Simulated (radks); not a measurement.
Task: Species: the praseodymium ion Pr3+. Configuration: [Xe] 4f1.5 5d0.5 (fractional occupations, a model configuration). Calculated with a radial shooting solver on a logarithmic mesh with Libxc functionals: scalar-relativistic Kohn-Sham, r2SCAN, spin-polarised, spherical densities, finite nucleus; open shells are filled with parallel spins first (spin-orbit coupling, left out, can overturn this in heavy ions); meta-GGA in the generalised Kohn-Sham scheme; Fermi nuclear charge, rms radius 4.8919 fm. Some entries of the table are withheld. Estimate them.

orbital  occ.  eigenvalue (eV)  r(max) (bohr)  <r> (bohr)
1s down     1        -41914.13        0.01541     0.02410
1s up       1        -41914.13        0.01541     0.02410
2s up       1        -6791.773        0.08721      0.1030
2s down     1        -6791.747        0.08721      0.1030
2p up       3        -6077.316        0.07029     0.09056
2p down     3        -6077.296        0.07029     0.09056
3s up       1        -1501.450         0.2488      0.2719
3s down     1        -1500.889         0.2488      0.2718
3p up       3        -1273.903         0.2437      0.2702
3p down     3        -1273.336         0.2436      0.2701
3d up       5        -954.5588         0.2009      0.2476
3d down     5        -954.0939         0.2008      0.2475
4s up       1        -330.1758         0.5784      0.6209
4s down     1        -328.5425         0.5783      0.6208
4p up       3        -255.1295         0.6033      0.6565
4p down     3        -253.4689         0.6031      0.6564
4d up       5        -147.3240         0.6331      0.7203
4d down     5        -145.6210         0.6329      0.7204
5s up       1         -69.0350          1.328       1.460
5s down     1         -67.9252          1.332       1.466
5p up       3         -49.6429          1.483       1.656
5p down     3         -48.6250          1.487       1.661
4f up     1.5              (1)         0.6680      0.9745
4f down     0              (2)         0.6685      0.9797
5d up     0.5              (3)          1.899         (4)
5d down     0              (5)          1.897         (6)

Result: 
(1) 4f up eigenvalue (eV): -33.2029
(2) 4f down eigenvalue (eV): -31.5348
(3) 5d up eigenvalue (eV): -24.7498
(4) 5d up <r> (bohr): 2.222
(5) 5d down eigenvalue (eV): -23.5773
(6) 5d down <r> (bohr): 2.204
